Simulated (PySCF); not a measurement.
# MNH₃ across group 16

Level: PBE0, basis family def2-TZVP, scalar-relativistic core potentials from Rb on and no relativity for lighter atoms.

Each entry is the lowest minimum that a search over a few typed start shapes (and spin states, where more than one is plausible) found, or that minimum re-optimised at the stated level; isomers with ligand–ligand bonds, or fragments after loss of a ligand pair, can lie lower. Open shells are unrestricted; no spin–orbit coupling; PySCF with density fitting.

```
molecule  2S+1  point group  mean bond to the central atom (Å)  gap (eV)  polar-tensor charge of the central atom  highest ω (cm⁻¹)  dipole (D)
    H₃SN     1          C3v                              1.409      6.29                                     1.07              2329        4.73
   H₃SeN     1          C3v                              1.556      5.26                                     1.15              2077        4.75
   H₃TeN     1          C3v                              1.742      4.61                                     1.22              1906        4.73
```

Left out of the table are members whose search was unfinished or whose lowest solution was spin-contaminated, unstable, very soft or bonded differently.
